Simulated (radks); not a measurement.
Question: The iridium ion Ir+ is in [Xe] 4f14 5d7 6s1. Method: scalar-relativistic Kohn-Sham, BLYP, spin-polarised, spherical densities, finite nucleus; Fermi nuclear charge, rms radius of each element as measured or else 0.836 A^(1/3) + 0.57 fm; computed with a radial shooting solver on a logarithmic mesh with Libxc functionals. Open shells are filled with parallel spins first. One electron is removed from 6s, 5d, 4f, 5p in turn, with full relaxation. Which removal costs least, and what does each cost?

Answer: 6s 18.044 eV; 5d 19.352 eV; 5p 68.457 eV; 4f 81.487 eV. The 6s electron leaves first.
